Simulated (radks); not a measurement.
Co I, 27 electrons, occupied as [Ar] 3d7 4s2. Method: Dirac Kohn-Sham, PBE, spin-unpolarised, spherical densities, point nucleus; open shells are shared between the two j in proportion to 2j + 1; computed with a radial shooting solver on a logarithmic mesh with Libxc functionals.

Unscreened Slater integrals over Kohn-Sham orbitals (cm^-1). Large and small components are both included.

\begin{tabular}{lr}
integral & value \\ \hline
F0(4s1/2,4s1/2) & 68731 \\
F0(4s1/2,3d5/2) & 87929 \\
G2(4s1/2,3d5/2) & 10715 \\
F0(4s1/2,3d3/2) & 87997 \\
G2(4s1/2,3d3/2) & 10571 \\
F0(4s1/2,3p3/2) & 90134 \\
G1(4s1/2,3p3/2) & 4515.8 \\
F0(3d5/2,3d5/2) & 193260 \\
F2(3d5/2,3d5/2) & 86884 \\
F4(3d5/2,3d5/2) & 53606 \\
F0(3d5/2,3d3/2) & 193880 \\
F2(3d5/2,3d3/2) & 87188 \\
G2(3d5/2,3d3/2) & 87117 \\
G4(3d5/2,3d3/2) & 53756 \\
F0(3d5/2,3p3/2) & 214570 \\
F2(3d5/2,3p3/2) & 99404 \\
G1(3d5/2,3p3/2) & 122990 \\
G3(3d5/2,3p3/2) & 74100 \\
F0(3d3/2,3d3/2) & 194510 \\
F2(3d3/2,3d3/2) & 87496 \\
F0(3d3/2,3p3/2) & 215340 \\
F2(3d3/2,3p3/2) & 99819 \\
G1(3d3/2,3p3/2) & 123460 \\
G3(3d3/2,3p3/2) & 74398 \\
F0(3p3/2,3p3/2) & 242370 \\
F2(3p3/2,3p3/2) & 120950 \\
\end{tabular}
